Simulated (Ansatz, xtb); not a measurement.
## C5H7FN2S: which of two isomers lies lower

Structure X is `C[C@H](CF)c1ncsn1`, a singlet and structure Y is `CCc1nsc(CF)n1`, a singlet. Both are isolated molecules in the gas phase, relaxed with PBE-D3(BJ)/def2-SVP; the shapes shown needn't be the lowest conformers.

X (Å):

```
atom    x (Å)    y (Å)    z (Å)
   C  -0.8418  -0.4578  -1.4235
   C  -0.8077  -0.6233   0.1027
   C  -2.0322   0.0268   0.7600
   C   0.4433  -0.0311   0.6969
   C   1.8304   1.6058   1.1500
   F  -3.1968  -0.5241   0.2457
   N   0.6943   1.3189   0.5601
   N   1.3148  -0.7875   1.3567
   S   2.5712   0.2027   1.8649
   H  -0.0116  -1.0118  -1.9031
   H  -0.7504   0.6126  -1.6975
   H  -1.8008  -0.8433  -1.8192
   H  -0.8086  -1.7006   0.3650
   H  -2.0162  -0.1361   1.8606
   H  -2.0310   1.1219   0.5620
   H   2.2726   2.6131   1.1937
```

Y (Å):

```yaml
atoms:
  - { symbol: C, position_ang: [-0.6273, 3.3086, 2.5647] }
  - { symbol: C, position_ang: [-1.1477, 2.7534, 1.2334] }
  - { symbol: C, position_ang: [-0.1746, 1.8149, 0.5768] }
  - { symbol: C, position_ang: [1.1039, 0.0323, 0.4922] }
  - { symbol: C, position_ang: [1.7936, -1.2450, 0.8613] }
  - { symbol: F, position_ang: [2.6194, -1.6516, -0.1697] }
  - { symbol: N, position_ang: [0.2910, 2.0501, -0.6447] }
  - { symbol: N, position_ang: [0.2611, 0.6905, 1.2499] }
  - { symbol: S, position_ang: [1.3521, 0.8142, -1.0528] }
  - { symbol: H, position_ang: [0.2887, 3.9148, 2.4145] }
  - { symbol: H, position_ang: [-1.3880, 3.9521, 3.0493] }
  - { symbol: H, position_ang: [-0.3774, 2.4819, 3.2587] }
  - { symbol: H, position_ang: [-1.3729, 3.5651, 0.5152] }
  - { symbol: H, position_ang: [-2.0940, 2.1965, 1.4079] }
  - { symbol: H, position_ang: [1.0371, -2.0351, 1.0692] }
  - { symbol: H, position_ang: [2.3944, -1.0942, 1.7866] }
```

Estimate E(Y) − E(X) at the level CCSD(T)/def2-SVP + ΔMP2/def2-TZVPP.

Too close to call at this level: CCSD(T)/def2-SVP + ΔMP2/def2-TZVPP gives E(Y) − E(X) = −0.008 eV.

The same difference at several levels:

```json
{"level": "GFN2-xTB", "geometry": "GFN2-xTB", "E(Y) − E(X) (eV)": "−0.038", "departure from the last row (eV)": "−0.029", "job, with rough time for the two": "optimisation, 0.3 s"}
{"level": "HF/STO-3G", "geometry": "GFN2-xTB", "E(Y) − E(X) (eV)": "−0.117", "departure from the last row (eV)": "−0.109", "job, with rough time for the two": "single point, 0.62 s"}
{"level": "r2SCAN-D4/def2-SVP", "geometry": "GFN2-xTB", "E(Y) − E(X) (eV)": "−0.074", "departure from the last row (eV)": "−0.066", "job, with rough time for the two": "single point, 6.5 s"}
{"level": "PBE-D3(BJ)/def2-SVP", "geometry": "PBE-D3(BJ)/def2-SVP", "E(Y) − E(X) (eV)": "−0.070", "departure from the last row (eV)": "−0.062", "job, with rough time for the two": "optimisation, 58 s"}
{"level": "HF/def2-SVP", "geometry": "PBE-D3(BJ)/def2-SVP", "E(Y) − E(X) (eV)": "−0.120", "departure from the last row (eV)": "−0.111", "job, with rough time for the two": "part of the CCSD(T) run"}
{"level": "MP2/def2-SVP", "geometry": "PBE-D3(BJ)/def2-SVP", "E(Y) − E(X) (eV)": "−0.007", "departure from the last row (eV)": "+0.001", "job, with rough time for the two": "part of the CCSD(T) run"}
{"level": "CCSD(T)/def2-SVP", "geometry": "PBE-D3(BJ)/def2-SVP", "E(Y) − E(X) (eV)": "−0.017", "departure from the last row (eV)": "−0.009", "job, with rough time for the two": "single point"}
{"level": "CCSD(T)/def2-SVP + ΔMP2/def2-TZVPP", "geometry": "PBE-D3(BJ)/def2-SVP", "E(Y) − E(X) (eV)": "−0.008", "departure from the last row (eV)": "", "job, with rough time for the two": "single point, 3.8 min"}
```

As drawn, both hold the same kinds of bond in the same numbers.

The largest departure from CCSD(T)/def2-SVP + ΔMP2/def2-TZVPP is that of HF/def2-SVP, 0.111 eV. The last row adds to CCSD(T) the change of the MP2 difference between the two basis sets, here +0.009 eV.

With thermal terms from frequencies at re-optimised GFN2-xTB minima (ideal gas, soft modes damped towards free rotors, one conformer each, 298.15 K, 1 atm): on the last row, ΔE + ΔZPE = −0.021, ΔH = −0.010, ΔG = −0.034 eV.

The correlated steps freeze 13 core orbitals. Mirror images aren't counted in ΔG. Run with Ansatz 0.2.0, xtb 6.7.1; the last row on 4 threads of Arm Neoverse V1 on a shared host.
